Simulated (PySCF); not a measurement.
Species: InH2(NH2).
Bonds: In1–N4. Hydrogens: H2, H3 on In1; H5, H6 on N4.

Theory: PBE0-D3(BJ)/def2-SVP geometry optimisation, gas phase, def2 core potentials past Kr (PySCF 2.14.0).

Task: List the bond lengths and angles at this level.

Result: 
| bond | length (Å) |
| --- | --- |
| In1–H2, In1–H3 | 1.721 |
| In1–N4 | 2.017 |
| N4–H5, N4–H6 | 1.013 |

Bonds in one row agree within 0.01 Å and their mean is given. A selection of angles:
| angle | degrees |
| --- | --- |
| H2–In1–H3 | 129.6 |
| H2–In1–N4 | 115.3 |
| In1–N4–H5 | 124.6 |
| In1–N4–H6 | 124.3 |
| H5–N4–H6 | 111.0 |

In1 (indium bonded to N and 2 H) is planar (angles 129.6°, 115.3° and 115.1°, sum 360.0°, 0.00 Å off the plane of its three neighbours). N4 (nitrogen bonded to In and 2 H) is planar (angles 124.6°, 124.3° and 111.0°, sum 360.0°, 0.01 Å off the plane of its three neighbours).

Point group: C2v (every atom within 0.08 Å of its image). PBE0-D3(BJ)/def2-SVP frequencies: not computed here.

The run took 15 s wall on one thread, Arm Neoverse V1 (aarch64), on a shared host, and the process peaked at 0.25 GiB of memory. This is the geometry optimisation.
